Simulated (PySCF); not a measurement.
Bonding in `C=N[SiH2][SiH2]/C=C\C#N`

Species: C₄H₈N₂Si₂.
SMILES with atom numbers: `[CH2:1]=[N:2][SiH2:3][SiH2:4]/[CH:5]=[CH:6]\[C:7]#[N:8]` (hydrogens: H9, H10 on C1; H11, H12 on Si3; H13, H14 on Si4; H15 on C5; H16 on C6)

Cartesian coordinates in Å at the GFN2-xTB level; atoms count from 1:
```xyz
16
C4H8N2Si2 angstrom
C      1.732    1.540    0.712
N      1.653    0.542   -0.035
Si     1.530   -1.152    0.209
Si    -0.654   -1.613   -0.411
C     -1.565   -0.017   -0.855
C     -1.792    0.971    0.017
C     -1.385    0.886    1.360
N     -1.044    0.827    2.455
H      1.730    2.535    0.271
H      1.804    1.502    1.801
H      2.536   -1.644   -0.735
H      1.851   -1.682    1.543
H     -0.777   -2.469   -1.599
H     -1.445   -2.252    0.649
H     -1.890    0.138   -1.876
H     -2.290    1.896   -0.250
```

Bond orders from the PBE0/pcSseg-1 density (PySCF). The structure is a single GFN2-xTB conformer in the gas phase; no vibrational or solvent corrections.

Task: Where do the orders between heavy atoms depart from those drawn in the SMILES?

Result: The largest departure is 0.151, at C5–C6 (drawn double, 1.849). Drawn single, order below 0.88: Si3–Si4 (0.878) and Si4–C5 (0.855).

Task: Set the Mayer orders of the bonds beside their lengths.

Result: 
| bond | drawn as | length (Å) | Mayer order |
| --- | --- | --- | --- |
| C1–N2 | double | 1.249 | 1.934 |
| N2–Si3 | single | 1.717 | 0.984 |
| Si3–Si4 | single | 2.317 | 0.878 |
| Si4–C5 | single | 1.891 | 0.855 |
| C5–C6 | double | 1.337 | 1.849 |
| C6–C7 | single | 1.405 | 1.066 |
| C7–N8 | triple | 1.149 | 2.942 |
| C1–H9 | single | 1.088 | 0.934 |
| C1–H10 | single | 1.092 | 0.932 |
| Si3–H11 | single | 1.464 | 0.929 |
| Si3–H12 | single | 1.470 | 0.876 |
| Si4–H13 | single | 1.469 | 0.948 |
| Si4–H14 | single | 1.469 | 0.944 |
| C5–H15 | single | 1.082 | 0.938 |
| C6–H16 | single | 1.085 | 0.934 |

Bonds between the same two heavy elements. C–N: lowest C1–N2 (1.934, 1.249 Å), highest C7–N8 (2.942, 1.149 Å). C–C: lowest C6–C7 (1.066, 1.405 Å), highest C5–C6 (1.849, 1.337 Å).

Task: Sum the orders of all bonds at each heavy atom with more than one neighbour and set the sums beside the valence in the SMILES.

Result: C1 3.800 (drawn 4), N2 2.918 (drawn 3), Si3 3.667 (drawn 4), Si4 3.625 (drawn 4), C5 3.642 (drawn 4), C6 3.849 (drawn 4), C7 4.008 (drawn 4). Orders between atoms that aren't bonded are not in these sums.

The Mayer order sums products of elements of PS (density times overlap matrix) between the two atoms' basis functions, so it depends on the basis set.

The run behind these numbers computed NMR shieldings as well. Time: 40 s of wall time; peak memory 0.77 GiB. Hardware: one thread of an Arm Neoverse V1, no GPU (shared host).
